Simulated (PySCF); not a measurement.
The dipole of `C[C@H](C#N)C(C)(C)C` (2,3,3-trimethylbutanenitrile) from its density and from atomic charges.

Coordinates (PBE0-D3(BJ)/def2-SVP, Å) and charges (e) from the PBE0/pcSseg-1 density (PySCF):

```csv
atom,x,y,z,Mulliken,IAO,Hirshfeld,ESP-fitted
C1,1.581,-0.509,-0.916,-0.1915,-0.4033,-0.1060,-0.4384
C2,0.708,0.678,-0.501,-0.2543,-0.1366,+0.0028,+0.1551
C3,1.499,1.600,0.318,+0.1325,+0.1321,+0.0906,+0.2486
N4,2.135,2.308,0.978,-0.2576,-0.2596,-0.2316,-0.4565
C5,-0.631,0.317,0.216,-0.6086,+0.0616,+0.0320,+0.5890
C6,-0.362,-0.394,1.544,-0.1553,-0.4128,-0.1172,-0.5950
C7,-1.407,1.610,0.476,-0.1508,-0.4114,-0.1166,-0.6531
C8,-1.461,-0.585,-0.699,-0.1519,-0.4076,-0.1129,-0.5487
H9,2.492,-0.157,-1.419,+0.1385,+0.1539,+0.0494,+0.1340
H10,1.041,-1.162,-1.613,+0.1299,+0.1436,+0.0470,+0.1121
H11,1.890,-1.105,-0.045,+0.1297,+0.1454,+0.0459,+0.1238
H12,0.437,1.240,-1.413,+0.1586,+0.1606,+0.0548,+0.0251
H13,0.146,-1.359,1.397,+0.1138,+0.1312,+0.0381,+0.1334
H14,0.260,0.224,2.209,+0.1327,+0.1446,+0.0385,+0.1560
H15,-1.311,-0.597,2.063,+0.1172,+0.1385,+0.0426,+0.1473
H16,-1.625,2.140,-0.465,+0.1106,+0.1315,+0.0389,+0.1376
H17,-2.366,1.389,0.967,+0.1174,+0.1371,+0.0423,+0.1700
H18,-0.843,2.294,1.129,+0.1369,+0.1462,+0.0385,+0.1634
H19,-2.452,-0.761,-0.254,+0.1228,+0.1405,+0.0438,+0.1409
H20,-1.616,-0.123,-1.687,+0.1115,+0.1316,+0.0397,+0.1244
H21,-0.992,-1.569,-0.851,+0.1178,+0.1327,+0.0393,+0.1312
```

Q: Form Σ q r in debye for every column and set it beside the full dipole.

A: The full density gives (-2.39, -2.64, -1.98) D, 4.07 D in size; dipole vectors point from the negative to the positive end.

| scheme | μx | μy | μz | size (D) | share of the full size (%) | angle to the full dipole (°) |
| --- | --- | --- | --- | --- | --- | --- |
| Mulliken | -2.11 | -3.05 | -1.39 | 3.96 | 97 | 11 |
| IAO | -1.94 | -2.03 | -1.62 | 3.24 | 80 | 2 |
| Hirshfeld | -1.62 | -1.84 | -1.43 | 2.83 | 70 | 1 |
| ESP-fitted | -2.40 | -2.65 | -1.98 | 4.08 | 100 | 0 |

Q: Which set comes closest?

A: Length of the difference vector: ESP-fitted 0.01 D, Mulliken 0.78 D, IAO 0.84 D, Hirshfeld 1.24 D. Closest: ESP-fitted. 

Q: What is left for the Hirshfeld atoms' own dipoles?

A: The shares of the density sum to the whole, so what Σ q r misses lies in dipoles about the nuclei. The atomic dipoles sum to (-2.39, -2.64, -1.98) − (-1.62, -1.84, -1.43) = (-0.77, -0.80, -0.55) D, 1.24 D in size.

Q: With the origin at the mean of the coordinates, (-0.137, 0.261, 0.068) Å, which are the largest single terms, by size, of the Mulliken dipole along the direction of the full one?

A: N4 +3.84, H19 +1.28, C3 -1.24, C8 -1.24, H21 +1.21 D; all 21 atoms together +3.89 D. The single terms depend on the origin, their sum doesn't.

Q: Give the size of the full dipole in other units.

A: 4.07 D = 1.601 au = 0.847 e·Å = 13.58 × 10⁻³⁰ C·m.

Geometry: PBE0-D3(BJ)/def2-SVP; no solvent, vibrations or thermal averaging.

Shape of the structure used: `[CH3:1][C@H:2]([C:3]#[N:4])[C:5]([CH3:6])([CH3:7])[CH3:8]`: C1–C2–C5–C6 63°.
